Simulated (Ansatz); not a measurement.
`CN[CH2][AlH][NH2]` + `[SiH3][SiH2]Cl` → `[NH2][AlH][SiH2][SiH2]Cl` + `CNC`  (formal exchange of groups at the Al–C bond)

Computed with Ansatz on PBE0-D4/def2-TZVP structures; ΔE is electronic, products minus reactants. CBS: MP2 limit from def2 TZ/QZ plus the TZ coupled-cluster correction, frozen cores. Functionals use def2-TZVPP. B3LYP here is the variant with VWN-RPA as its local correlation; programs differ in this. One conformer a species, not always the lowest.

`CN[CH2][AlH][NH2]`:

Z-matrix (Å, degrees):
```
C
N 1 1.444
H 1 1.096 2 109.7
H 1 1.104 2 113.9 3 120.3
H 1 1.092 2 110.1 3 -117.9
C 2 1.459 1 112.7 3 -65.7
H 2 1.013 1 109.0 3 171.6
Al 6 1.973 2 111.5 1 72.9
H 6 1.099 2 108.5 1 -171.3
H 6 1.106 2 113.2 1 -54.7
N 8 1.767 6 117.2 2 18.6
H 8 1.589 6 124.1 2 -163.3
H 11 1.008 8 122.5 6 0.7
H 11 1.006 8 126.6 6 177.9
```

`[SiH3][SiH2]Cl`:

```xyz
8

Si   -0.383   -0.972    0.601
Si    0.236    0.985   -0.519
Cl    2.042    0.662   -1.465
H    -1.686   -0.763    1.289
H     0.653   -1.318    1.607
H    -0.517   -2.084   -0.376
H    -0.756    1.366   -1.555
H     0.412    2.124    0.418
```

`[NH2][AlH][SiH2][SiH2]Cl`:

Z-matrix (Å, degrees):
```
Si
Al 1 2.452
Si 1 2.335 2 109.8
H 1 1.493 2 112.4 3 118.8
H 1 1.494 2 113.4 3 -119.6
N 2 1.763 1 115.7 3 -23.4
H 2 1.584 1 125.4 3 155.6
Cl 3 2.078 1 108.3 2 52.3
H 3 1.485 1 114.8 2 171.0
H 3 1.486 1 111.7 2 -64.9
H 6 1.007 2 125.4 1 179.9
H 6 1.009 2 123.9 1 -2.0
```

`CNC`:

Z-matrix (Å, degrees):
```
C
N 1 1.445
H 1 1.094 2 109.4
H 1 1.092 2 110.0 3 117.9
H 1 1.104 2 114.0 3 -120.2
C 2 1.445 1 112.8 3 65.3
H 2 1.011 1 109.8 3 -171.9
H 6 1.104 2 114.0 1 54.9
H 6 1.094 2 109.4 1 -65.3
H 6 1.092 2 110.0 1 176.8
```

CCSD(T)/CBS gives -9.4 kcal/mol.

(1) Another level gave -11.7 kcal/mol. Which?
A. B3LYP/def2-TZVPP
B. r2SCAN-D4/def2-TZVPP
C. ωB97M-V/def2-TZVPP
D. PBE-D4/def2-TZVPP

Largest T1 diagnostic among the species: 0.013.

## Answers

(1) D. PBE-D4 -11.7, ωB97M-V -7.6, r2SCAN-D4 -10.1, B3LYP -9.0 kcal/mol.
